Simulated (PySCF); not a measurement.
C2H7ClS2Si, SMILES CS[SiH](Cl)SC.

The structure is a stationary point at PBE-D3(BJ)/def2-SVP. The values are those of a single conformer.

Level of theory: PBE/def2-TZVP (PySCF).

Gas-phase values at a fixed geometry.

total energy: -1625.89672 hartree
highest occupied level: -6.00 eV
lowest empty level: -1.21 eV
orbital gap: 4.79 eV
dipole moment: 2.82 D
quadrupole, principal values (traceless, Buckingham form, about the centre of nuclear charge): -6.62, -1.76, 8.38 D·Å
mean static polarisability: 105.4 bohr³ (15.62 Å³)
polarisability, principal values: 81.5, 108.7, 126.1 bohr³
